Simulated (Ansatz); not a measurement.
Stepwise reaction of `[GeH3][GeH2][SiH2][GeH2][GeH3]` with hydrogen, as a gas-phase model of exchange steps in deposition or etching. ΔE in kJ/mol.

Computed with Ansatz on PBE0-D4/def2-TZVP structures; ΔE is electronic, products minus reactants. CBS: MP2 limit from def2 TZ/QZ plus the TZ coupled-cluster correction, frozen cores. This one scheme is used for every species. DFT in def2-TZVPP. B3LYP here is the variant with VWN-RPA as its local correlation; programs differ in this. For Ge outer-core shells are correlated without core-valence functions, which leaves a few kJ/mol of doubt a bond. Scalar relativity is left out up to krypton. One conformer a species, not always the lowest.

| step | reaction | PBE-D4 | B3LYP-D4 | ωB97M-V | CCSD(T)/CBS |
| --- | --- | --- | --- | --- | --- |
| 2 | `[GeH3][SiH2][GeH2][GeH3]` + H₂ → `[GeH3][SiH2][GeH3]` + GeH₄ | 24.3 | 18.2 | 15.1 | 20.8 |
| 3 | `[GeH3][SiH2][GeH3]` + H₂ → `[SiH3][GeH3]` + GeH₄ | 12.0 | 1.2 | -1.5 | 4.4 |
| 4 | `[SiH3][GeH3]` + H₂ → SiH₄ + GeH₄ | 6.4 | -4.9 | -7.0 | -2.2 |

(1) Give the row of step 1, `[GeH3][GeH2][SiH2][GeH2][GeH3]` + H₂ → `[GeH3][SiH2][GeH2][GeH3]` + GeH₄. (An estimate is asked.)

(2) By hand: ΔE of the 4 steps together at CCSD(T)/CBS.

## Answers

(1) Computed: 
```tsv
step	reaction	PBE-D4	B3LYP-D4	ωB97M-V	CCSD(T)/CBS
1	`[GeH3][GeH2][SiH2][GeH2][GeH3]` + H₂ → `[GeH3][SiH2][GeH2][GeH3]` + GeH₄	26.1	20.3	17.3	22.8
```

(2) (22.8) + (20.8) + (4.4) + (-2.2) = 45.8 kJ/mol, or 11.5 kJ/mol a step.

In ΔE step 4 is the lowest and step 1 the highest. PBE-D4 differs from CCSD(T)/CBS by 3.3 to 8.6 kJ/mol a step. Isolated molecules leave out the surface, adducts and barriers. Largest T1 diagnostic: 0.012.
